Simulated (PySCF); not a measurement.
A calculated (BP86, PySCF 2.14, x2c-TZVPall, the spin-free X2C one-electron Hamiltonian (Gaussian nucleus)) atom or ion has these occupied shells.

| shell | electrons | orbital energy (eV) | rms radius, mean of both spins (bohr) |
| --- | --- | --- | --- |
| 1s α | 1 | -288.54 | 0.314 |
| 1s β | 1 | -288.09 | 0.314 |
| 2s α | 1 | -26.238 | 1.60 |
| 2s β | 1 | -24.829 | 1.60 |
| 2p α | 1 | -18.012 | 1.65 |

Task: Name the element and its charge.

Result: C⁺ (carbon, charge +1), in [He] 2s2 2p1, 2P determinant.
